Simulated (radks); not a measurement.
Task: The neodymium ion Nd48+, configuration [Ne] 3s1 4s1 (not the ground configuration). All-electron calculation, scalar-relativistic Kohn-Sham, revPBE, spin-unpolarised, spherical densities, finite nucleus; Fermi nuclear charge, rms radius 4.9123 fm. Program: a radial shooting solver on a logarithmic mesh with Libxc functionals. Some entries of the table are withheld. Estimate them.

orbital,occ.,eigenvalue (eV),<1/r> (bohr^-1),<r^2> (bohr^2)
1s,2,-46878.03,66.08,0.0007586
2s,2,-10291.53,15.53,0.01160
2p,6,-9584.696,14.62,0.009195
3s,1,-4196.744,6.385,0.06427
3p,0,-3982.738,6.098,(1)
3d,0,-3770.727,5.829,0.04680
4s,1,-2260.973,3.439,0.2164
4f,0,-2038.342,3.125,0.1452
5s,0,-1406.389,(2),0.5506

Result: 
(1) 3p <r^2> (bohr^2): 0.06117
(2) 5s <1/r> (bohr^-1): 2.143
